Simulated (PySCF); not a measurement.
Assignment exercise: C5H12OSi2

Structure with atom numbers: `[CH3:1][CH:2]([CH3:3])[O:4][SiH2:5][C:6]#[C:7][SiH3:8]`; H(Xn) means a hydrogen on atom n.

Calculated, not measured (PySCF 2.14.0 with density-fitted response routines): NMR shieldings at PBE0/pcSseg-1/GIAO, PBE0-D3(BJ)/def2-SVP geometry. In vacuum, equivalent nuclei averaged, no relativistic terms, one computed conformer.

References, each an isolated molecule treated in the same way: ¹³C (184.41 ppm), ¹H (31.27 ppm) against TMS.

Task: Assign these signals to the numbered atoms. ¹³C{¹H} NMR (computed): δ 122.1 (C), 111.7 (C), 70.0 (CH), 26.4 (CH3).

Result: 
| δ (ppm) | atoms | environment | reason |
| --- | --- | --- | --- |
| 122.1 | C6 | alkyne carbon | – |
| 111.7 | C7 | alkyne carbon | – |
| 70.0 | C2 | sp3 CH bonded to O | pulled downfield by the heteroatom |
| 26.4 | C1/C3 | methyl carbon | a saturated carbon with 1 carbon neighbour and no heteroatom attached |

Task: Assign these signals to the numbered atoms. ¹H NMR (300 MHz, computed): δ 4.80 (s, 2H), 4.18 (s, 3H), 3.74 (sept, 1H), 1.28 (d, 6H).

Result: 
| δ (ppm) | atoms | environment | reason |
| --- | --- | --- | --- |
| 4.80 | H(Si5) | hydrogen on a silicon bonded to C, O | – |
| 4.18 | H(Si8) | hydrogen on a silicon bonded to C | – |
| 3.74 | H(C2) | hydrogen on an sp3 CH bonded to O | its carbon carries O, an electronegative neighbour |
| 1.28 | H(C1)/H(C3) | hydrogen on a methyl carbon | – |

Shifts are as computed. Against solution values, carbons near 30 ppm lie about +2 ppm off and those near 130 ppm about +5 ppm. Of 1211 compounds with measured shifts, 218 miss one by over three times the rms of a fit or turn the order of signals round; such compounds aren't used in these exercises. No couplings were computed; multiplicities are counted from neighbouring protons, with m where these are inequivalent, close in shift, in a saturated or five-membered ring or joined by F or P, and br s for small geminal =CH2 splittings.
